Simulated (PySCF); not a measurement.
Predicted microwave data (PySCF, PBE0-D3(BJ)/def2-SVP geometry optimisation, gas phase) for one isomer of C10H16:

```
Rotational constants : A = 2365, B = 1058, C = 964.1 MHz
Dipole components    : |μa| = 0.03 D, |μb| = 0.28 D, |μc| = 0.16 D
Inertial defect      : -167.24 u·Å²
κ                    : -0.87
```

Task: Which structure is it? (One computed conformer of each.)
A. `[CH3:1][CH2:2][C@@:3]12[CH:4]=[CH:5][C@@H:6]([CH2:7]1)[C@H:8]([CH3:9])[CH2:10]2` with C1–C2–C3–C4 65°
B. beta-pinene (`C1[C@H]2C(CC[C@@H]1C2(C)C)=C`)
C. alpha-pinene (`CC1=CC[C@@H]2C[C@H]1C2(C)C`)

Result: A. It is CC[C@@]12C=C[C@@H](C1)[C@H](C)C2, an asymmetric top, point group C1. The candidates at the same level (rigid rotor, commonest isotopes):

```csv
SMILES,A (MHz),B (MHz),C (MHz),μa (D),μb (D),μc (D),Δ (u·Å²),point group,rotor
CC1=CC[C@@H]2C[C@H]1C2(C)C,1950,1235,1134,0.07,0.18,0.03,-222.67,C1,asymmetric top
C=C1CC[C@H]2C[C@@H]1C2(C)C,1914,1303,1157,0.40,0.50,0.15,-215.10,C1,asymmetric top
CC[C@@]12C=C[C@@H](C1)[C@H](C)C2,2365,1058,964.1,0.03,0.28,0.16,-167.24,C1,asymmetric top
```

`C=C1CC[C@H]2C[C@@H]1C2(C)C` has B 23 % too high; `CC1=CC[C@@H]2C[C@H]1C2(C)C` has C 18 % too high. No structure here is proved a minimum.
